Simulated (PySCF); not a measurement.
Computed shifts of a molecule C₄H₆Si, PBE/pcSseg-1 in PySCF, GIAO, gas phase, atoms alike by connectivity averaged where their shifts nearly agree, in ppm (number of nuclei): ¹³C: 159.3 (2), 134.6 (2). ²⁹Si: -44.6 (1). ¹H: 7.58 (2), 6.62 (2), 4.97 (2). References: ¹³C against TMS (σ = 182.0 ppm); ²⁹Si against TMS (σ = 335.4 ppm); ¹H against TMS (σ = 31.49 ppm), references at their B3LYP-D3(BJ)/def2-TZVP geometries, non-relativistic. Geometry: TPSSh-D3(BJ)/def2-SVP. Other conformers were not sampled.

Task: Which molecule gave these data?
(A) C=CC#C[SiH3]
(B) C#CC(=C)[SiH3]
(C) C#C[SiH2]C=C
(D) C1=C[SiH2]C=C1

Result: D, C1=C[SiH2]C=C1
